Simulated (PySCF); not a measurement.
## Fractional electron number in Ir⁻ (iridium, charge -1)

The 5d beta orbital of [Xe] 4f14 5d8 6s2 is emptied in steps (occupation f), with all orbitals relaxed, ending at [Xe] 4f14 5d7 6s2. Computed with PySCF 2.14 in aug-cc-pVDZ-PP with ECP60MDF (5s5p4d2f, 54 functions), with scalar relativity through the core potential. The exact energy is a straight line in f; departures are measured from the line between the end points of the same method.

```tsv
f	PBE0 (eV)	r2SCAN (eV)
1	0.000	0.000
0.9	-0.193	-0.297
0.7	-0.467	-0.709
0.5	-0.575	-0.860
0.3	-0.496	-0.733
0.1	-0.217	-0.318
0	0.000	0.000
```

Problem. For PBE0, how does the orbital energy at f = 1 compare with the removal energy?

Solution. −ε = -0.199 eV against a total-energy difference of 1.896 eV. By Janak's theorem ε = ∂E/∂f, so the gap between them reflects the curvature. Along the path −ε is 0.143 (f = 0.9), 0.923 (f = 0.7), 1.811 (f = 0.5), 2.780 (f = 0.3), 3.805 (f = 0.1) eV.

| method | E(f=0) − E(f=1) (eV) | −ε at f=1 (eV) | −ε at f=0.5 (eV) |
| --- | --- | --- | --- |
| PBE0 | 1.896 | -0.199 | 1.811 |
| r2SCAN | 1.944 | -1.317 | 1.875 |

At f = 1 the orbital energy is positive for PBE0, r2SCAN: only the finite basis holds the electron.

Reference removal energy between the ground levels: 1.564 eV (measured; photodetachment measurements, as compiled on the Wikipedia data page of electron affinities). The calculation has no spin-orbit coupling. The determinant left behind need not be the lowest term of the ion.
